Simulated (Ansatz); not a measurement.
**Energy profile**

The step: Si₄H₁₀O ([OH][Si]([SiH3])([SiH3])[SiH3]) + H₂O + HF → Si₃H₇OF ([OH][Si]([F])([SiH3])[SiH3]) + SiH₄ + H₂O; bonds formed: Si1–F9, Si2–H8; bonds broken: Si1–Si2, H8–F9 (atoms numbered as in the saddle structure below).

| atom | x (Å) | y (Å) | z (Å) |
| --- | --- | --- | --- |
| Si1 | -0.6488 | 0.0992 | -0.2492 |
| Si2 | 1.5842 | -0.5983 | 0.8802 |
| Si3 | -1.8651 | 1.5205 | 1.1568 |
| Si4 | -1.2756 | -2.1745 | -0.0764 |
| O5 | -0.7135 | 0.2926 | -1.8797 |
| H6 | 2.1305 | 1.3216 | -1.3372 |
| O7 | 2.6677 | 0.5244 | -1.4712 |
| H8 | 0.8793 | 0.7907 | 0.1722 |
| F9 | 0.6134 | 1.9900 | -0.4154 |
| H10 | 0.8350 | -1.0155 | 2.0979 |
| H11 | 1.8931 | -1.7817 | 0.0522 |
| H12 | 2.7752 | 0.1803 | 1.2895 |
| H13 | -2.2999 | 2.6995 | 0.3669 |
| H14 | -1.0075 | 1.9402 | 2.2934 |
| H15 | -3.0643 | 0.8193 | 1.6931 |
| H16 | -1.2171 | -2.6595 | 1.3268 |
| H17 | -0.4397 | -3.0479 | -0.9405 |
| H18 | -2.6893 | -2.2354 | -0.5405 |
| H19 | -0.5014 | 1.1985 | -2.1306 |
| H20 | 2.3439 | 0.1358 | -2.2882 |

Electronic energies by CCSD(T) at an estimated basis limit (MP2 extrapolated from triple and quadruple zeta, plus CCSD(T) − MP2 in triple zeta), on PBE0-D4/def2-TZVP structures; Si4H13O2F, closed shell; no counterpoise correction. Ansatz 0.2.0; basis: def2-TZVPP and def2-QZVPP; cores frozen in the correlated methods. Extrapolation: Hartree–Fock as exp(−7.88 √X), correlation as X^−2.97.

Q: Give the profile in kJ/mol, counted from the separated reactants. (To be estimated.)

A: The calculation gives:
| point | kJ/mol |
| --- | --- |
| separated: Si4H10O (linked as [OH][Si]([SiH3])([SiH3])[SiH3]; Si1, Si2, Si3, Si4, O5, H10, H11, H12, H13, H14, H15, H16, H17, H18, H19; singlet) + H2O (H6, O7, H20; singlet) + HF (H8, F9; singlet) | 0.0 |
| start structure | -75.4 |
| saddle | 113.4 |
| end structure | -165.0 |
| separated: Si3H7OF (linked as [OH][Si]([F])([SiH3])[SiH3]; Si1, Si3, Si4, O5, F9, H13, H14, H15, H16, H17, H18, H19; singlet) + SiH4 (Si2, H8, H10, H11, H12; singlet) + H2O (H6, O7, H20; singlet) | -136.8 |

T1 diagnostic: at most 0.016.

For scale, one of the runs: CCSD(T)/def2-TZVPP, 443 basis functions, launched by `ansatz run in.yaml --threads 4 --pin off --events-out ev --progress --plain --max-ram 63488MiB --backend cuda --devices 0, --max-vram 37GiB`. Hardware: 4 CPU threads of an AMD EPYC 7R13 and a share of one NVIDIA H100, shared host. Wall time 35 s; peak host memory 1 GiB.
